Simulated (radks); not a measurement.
Tm2+, 67 electrons, occupied as [Xe] 4f12.5 6p0.5 (fractional occupations, a model configuration). All-electron calculation, scalar-relativistic Kohn-Sham, PBEsol, spin-polarised, spherical densities, finite nucleus; open shells are filled with parallel spins first (spin-orbit coupling, left out, can overturn this in heavy ions); Fermi nuclear charge, rms radius 5.2256 fm. Program: a radial shooting solver on a logarithmic mesh with Libxc functionals.

Normalised radial functions P(r) = r R(r), r in bohr:

r         4f down    6p up
0.001833   0.0000   0.0012
0.002915   0.0000   0.0026
0.004674   0.0000   0.0056
0.007433   0.0000   0.0119
0.01182    0.0001   0.0239
0.0188     0.0005   0.0439
0.0299     0.0026   0.0683
0.04756    0.0124   0.0760
0.07564    0.0519   0.0268
0.1213     0.1826  -0.0792
0.1929     0.4839  -0.0910
0.3067     0.9135   0.0914
0.4878     1.1477   0.1342
0.7759     0.9515  -0.1594
1.234      0.5567  -0.2609
1.962      0.2356   0.1339
3.146      0.0632   0.5538
5.004      0.0084   0.4362
7.958      0.0003   0.0955
12.66      0.0000   0.0035

4f down: eigenvalue -22.008 eV, 0 radial nodes, <r> = 0.777 bohr, 90 % of the charge inside 1.35 bohr. 6p up: eigenvalue -11.904 eV, 4 radial nodes at r = 0.0861, 0.251, 0.621, 1.74 bohr, <r> = 3.99 bohr, 90 % of the charge inside 5.72 bohr.
